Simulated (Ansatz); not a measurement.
Steps of a relaxation of CH₇F₂NSi₂ (`C[SiH](F)N[SiH2]F`) with RKS PBE0-D4/def2-TZVP.

```sh
$ ansatz run in.yaml --threads 2 --pin off --events-out ev --progress --plain --max-ram 32768MiB --backend cuda --devices 0, --max-vram 18GiB
```

```yaml
crystal:
  periodic: [false, false, false]
  atoms:
    - {symbol: C, position_ang: [-0.551043, -1.771243, 1.299539]}
    - {symbol: Si, position_ang: [0.620421, -0.709472, 0.304267]}
    - {symbol: F, position_ang: [1.561702, -1.730629, -0.579745]}
    - {symbol: N, position_ang: [-0.253152, 0.368281, -0.756303]}
    - {symbol: Si, position_ang: [0.101173, 2.028594, -1.127353]}
    - {symbol: F, position_ang: [-0.779756, 3.056482, -0.196844]}
    - {symbol: H, position_ang: [-1.186004, -1.145403, 1.958544]}
    - {symbol: H, position_ang: [-1.216204, -2.356924, 0.631842]}
    - {symbol: H, position_ang: [0.006261, -2.491310, 1.931973]}
    - {symbol: H, position_ang: [1.545144, 0.134421, 1.125957]}
    - {symbol: H, position_ang: [-1.090748, -0.021738, -1.203339]}
    - {symbol: H, position_ang: [-0.281843, 2.322902, -2.545957]}
    - {symbol: H, position_ang: [1.544350, 2.281338, -0.827682]}
basis:
  gaussian: {orbitals: def2-TZVP}
hamiltonian: {xc: pbe0, dispersion: d4}
relax: {f_tol: 0.005, max_steps: 150}
```

Positions (Å) and forces (eV/Å) along the path, 5 of 5 steps:

```xyz
13
step=1 energy=-23825.0495 eV
C    -0.551   -1.771    1.300   -0.097   -0.152    0.103
Si    0.620   -0.709    0.304    0.207   -0.309   -0.740
F     1.562   -1.731   -0.580   -0.720    0.798    0.694
N    -0.253    0.368   -0.756    0.037    0.059    0.026
Si    0.101    2.029   -1.127   -0.564    0.054    0.564
F    -0.780    3.056   -0.197    0.691   -0.793   -0.723
H    -1.186   -1.145    1.959    0.315   -0.280   -0.324
H    -1.216   -2.357    0.632    0.314    0.284    0.305
H     0.006   -2.491    1.932   -0.254    0.351   -0.304
H     1.545    0.134    1.126   -0.184   -0.196   -0.201
H    -1.091   -0.022   -1.203    0.529    0.253    0.282
H    -0.282    2.323   -2.546    0.069   -0.039    0.358
H     1.544    2.281   -0.828   -0.345   -0.030   -0.039
13
step=2 energy=-23825.1333 eV
C    -0.548   -1.765    1.293   -0.001    0.000    0.008
Si    0.608   -0.701    0.303    0.212   -0.298   -0.549
F     1.546   -1.708   -0.569   -0.443    0.478    0.416
N    -0.254    0.368   -0.752    0.134    0.076    0.079
Si    0.105    2.011   -1.125   -0.451    0.119    0.480
F    -0.762    3.033   -0.204    0.409   -0.479   -0.432
H    -1.176   -1.147    1.946    0.079   -0.085   -0.083
H    -1.205   -2.346    0.632    0.087    0.083    0.087
H     0.010   -2.474    1.916   -0.069    0.106   -0.089
H     1.528    0.134    1.113   -0.050   -0.038   -0.030
H    -1.083   -0.016   -1.195    0.131    0.067    0.067
H    -0.281    2.311   -2.525    0.030   -0.016    0.071
H     1.532    2.266   -0.819   -0.070   -0.013   -0.024
13
step=3 energy=-23825.1606 eV
C    -0.545   -1.753    1.285    0.001    0.019    0.006
Si    0.605   -0.697    0.295    0.024   -0.031   -0.031
F     1.529   -1.687   -0.564    0.003    0.000    0.006
N    -0.253    0.365   -0.749    0.010    0.004    0.005
Si    0.102    1.996   -1.112   -0.029    0.034    0.023
F    -0.753    3.001   -0.204    0.004    0.003   -0.002
H    -1.169   -1.139    1.938   -0.003   -0.001    0.005
H    -1.200   -2.332    0.629   -0.013   -0.014   -0.004
H     0.015   -2.457    1.904    0.002   -0.017    0.013
H     1.518    0.137    1.107    0.000    0.014    0.013
H    -1.078   -0.017   -1.192   -0.020   -0.007   -0.012
H    -0.276    2.298   -2.510    0.002    0.000   -0.021
H     1.525    2.251   -0.813    0.019   -0.005   -0.002
13
step=4 energy=-23825.1608 eV
C    -0.544   -1.755    1.286   -0.001    0.000   -0.004
Si    0.604   -0.698    0.293    0.011   -0.003   -0.008
F     1.531   -1.687   -0.564   -0.001    0.000    0.003
N    -0.254    0.365   -0.750   -0.001   -0.005    0.003
Si    0.101    1.998   -1.112   -0.005    0.008    0.007
F    -0.752    3.003   -0.204    0.002    0.001   -0.003
H    -1.168   -1.140    1.938    0.000    0.002    0.001
H    -1.201   -2.335    0.632   -0.003   -0.003    0.003
H     0.015   -2.459    1.906    0.000   -0.001    0.001
H     1.515    0.138    1.107   -0.002    0.004    0.003
H    -1.078   -0.016   -1.194   -0.002    0.001   -0.003
H    -0.275    2.300   -2.511    0.000   -0.001   -0.002
H     1.526    2.250   -0.814    0.002   -0.003   -0.001
13
step=5 energy=-23825.1609 eV
C    -0.544   -1.755    1.285    0.000   -0.003   -0.003
Si    0.605   -0.698    0.293    0.000    0.002   -0.001
F     1.532   -1.687   -0.564    0.001    0.000    0.001
N    -0.254    0.365   -0.750   -0.003   -0.003    0.000
Si    0.101    1.998   -1.111    0.001   -0.002    0.000
F    -0.752    3.004   -0.203    0.001    0.001   -0.001
H    -1.167   -1.139    1.938    0.001    0.001    0.000
H    -1.202   -2.336    0.633    0.001    0.001    0.002
H     0.015   -2.459    1.906    0.000    0.001    0.000
H     1.514    0.139    1.108   -0.001   -0.001    0.000
H    -1.079   -0.016   -1.195    0.002    0.002    0.000
H    -0.275    2.300   -2.511    0.000    0.000    0.001
H     1.526    2.249   -0.814   -0.001    0.000    0.000
```

Run time 24 s (2 threads of an AMD EPYC 7R13 on a shared host and a share of an NVIDIA H100 80 GB); peak host memory 0.88 GiB.
